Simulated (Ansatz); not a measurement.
[SnH5]- (SnH₅⁻), relaxed as a singlet with RKS PBE0-D4/def2-TZVPD in Ansatz, starting from the GFN2-xTB geometry. Force threshold 0.02 eV/Å.

In the def2 sets Sn takes a core potential; there is no spin–orbit coupling.

Start:

Cartesian coordinates in Å:
```
Sn -0.0003 0.0009 0.0012
H -1.0975 1.3521 -0.7239
H 1.1003 -1.3547 0.7207
H 1.3495 1.1590 0.1191
H -0.2182 -0.9678 -1.4797
H -1.1338 -0.1896 1.3626
```

(1) Estimate the energy that the relaxation releases and the steps that it takes.

(2) Does the start keep its bonding and symmetry?

(3) Predict the relaxed structure.

Results:

(1) 0.1 kcal/mol, in 4 steps; 2.9 s on 4 threads of Arm Neoverse V2 on a shared host. No frequencies were taken in this run, so the end may be a saddle point.

(2) By distances, no bond broke or formed. The bond that changes most is Sn1–H5, from 1.78 to 1.77 Å (atoms count from 1). Point group D3h at the start, D3h at the end, both within 0.05 Å.

(3) 
Cartesian coordinates in Å:
```
Sn 0.0000 0.0000 0.0000
H -1.0921 1.3456 -0.7190
H 1.0922 -1.3458 0.7187
H 1.3378 1.1482 0.1172
H -0.2153 -0.9592 -1.4681
H -1.1226 -0.1889 1.3513
```
Bond lengths: 5 × H–Sn 1.77 to 1.88 Å.
